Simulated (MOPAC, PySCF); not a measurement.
AlI3, SMILES `[I][Al]([I])[I]`, neutral singlet in the gas phase. 

Z-matrix (Å, degrees):
```
Al
I 1 2.4503
I 1 2.4503 2 120.00
I 1 2.4504 2 120.00 3 180.00
```
Charge 0, spin multiplicity 1.

All levels are single points at this geometry (PBE0-D3(BJ)/def2-TZVP); Pople sets use spherical d functions. Orbital energies aren't observables, and empty levels follow the basis.

PBE0-D3(BJ)/def2-TZVP in PySCF gives dipole (D) = 0.00.

Question: Estimate the dipole (D) from each of these levels: PBE-D3(BJ)/def2-TZVP in PySCF; B3LYP/6-311+G** (LANL2DZ on I) in PySCF; B3LYP/LANL2DZ in PySCF; PBE/6-31G* (LANL2DZ on I) in PySCF; PM6 in MOPAC.

Answer: 
```json
[
 {"level": "PBE-D3(BJ)/def2-TZVP in PySCF", "dipole (D)": "0.00"},
 {"level": "B3LYP/6-311+G** (LANL2DZ on I) in PySCF", "dipole (D)": "0.00"},
 {"level": "B3LYP/LANL2DZ in PySCF", "dipole (D)": "0.00"},
 {"level": "PBE/6-31G* (LANL2DZ on I) in PySCF", "dipole (D)": "0.00"},
 {"level": "PM6 in MOPAC", "dipole (D)": "0.00"}
]
```
